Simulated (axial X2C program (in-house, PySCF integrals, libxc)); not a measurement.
Spin–orbit effects down a group: molecules with I (ions), MP2

All values come from calculations with an in-house relativistic program for diatomic molecules, spin-free (one-electron X2C) or two-component (2c: spin–orbit coupling with atomic mean-field Coulomb and Gaunt terms, which also bring small scalar terms), in Dyall basis sets with cores contracted in-house; open shells are unrestricted.

Basis sets: Be dyall-cv3z, Ca dyall-cv3z, I dyall-cv3z, Mg dyall-cv3z, Sr dyall-cv3z. Frozen shells (counts by l): BeI⁺ I 4s3p2d, Be 1s, 8 electrons correlated; MgI⁺ I 4s3p2d, Mg 2s1p, 8 electrons correlated; CaI⁺ I 4s3p2d, Ca 3s2p, 8 electrons correlated; SrI⁺ I 4s3p2d, Sr 4s3p1d, 8 electrons correlated. Where the outer core of a metal is frozen, bonds come out longer and ionisation energies lower.

| molecule | spin-free state | Re (Å) | ωe (cm⁻¹) | De (eV) | 2c state | Re 2c (Å) | ωe 2c (cm⁻¹) | De 2c (eV) |
| --- | --- | --- | --- | --- | --- | --- | --- | --- |
| BeI⁺ | M_S = 0, Λ = 0 | 2.075 | 761.3 | 3.48 | Ω = 0 | 2.079 | 751.7 | 3.21 |
| MgI⁺ | M_S = 0, Λ = 0 | 2.467 | 389.9 | 2.34 | Ω = 0 | 2.473 | 383.8 | 2.09 |
| CaI⁺ | M_S = 0, Λ = 0 | 2.757 | 286.5 | 3.05 | Ω = 0 | 2.760 | 285.0 | 2.77 |
| SrI⁺ | M_S = 0, Λ = 0 | 2.905 | 207.7 | 3.16 | Ω = 0 | 2.907 | 206.8 | 2.89 |

Fragments in 2c: I + Be+, I + Mg+, I + Ca+, I + Sr+. Each entry is the lowest single determinant of a limited PBE0 search at one distance. De goes to single-determinant-based atoms at the same level (for ions the charge split of lowest energy) and is withheld (n/a) where an atom does not fit its ground term or J level. Main or longest-lived isotopes.
